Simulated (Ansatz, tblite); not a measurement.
Forces on the cluster Mg2O2⁻ at its B3LYP-D4/def2-TZVPD geometry. Charge -1, multiplicity 2.

The xTB rows come from tblite. The structure holds 1 bond(s) between oxygen atoms. At PBE-D4/def2-TZVPD the highest occupied level of the charge -1 doublet lies above zero (up to 0.37 eV). It is a level of β spin, whose loss leaves a triplet; that state wasn't run at this geometry and level. The electron is either unbound and held by the finite basis, or the level is raised by self-interaction error. Another isomer (doublet) lies 2.20 eV lower at PBE0-D4/def2-TZVPD; other spin states weren't run for this one.

GFN1-xTB (tblite), largest force 1.61 eV/Å:

```xyz
4
positions Å, forces eV/Å
Mg    1.565    0.438   -0.807    1.389    0.386   -0.717
Mg   -1.577   -0.373    0.815   -1.399   -0.334    0.723
O     0.371   -0.047    0.695   -0.506   -0.004   -0.984
O    -0.359   -0.017   -0.703    0.516   -0.047    0.978
```

GFN2-xTB (tblite), largest force 2.28 eV/Å:

```
Mg -0.119 -0.043 0.061
Mg 0.124 0.020 -0.064
O -1.058 0.055 -2.021
O 1.053 -0.032 2.024
```

PBE-D4/def2-TZVPD (Ansatz), largest force 0.36 eV/Å:

```
Mg 0.177 0.055 -0.091
Mg -0.180 -0.037 0.093
O 0.169 -0.016 0.318
O -0.165 -0.002 -0.320
```
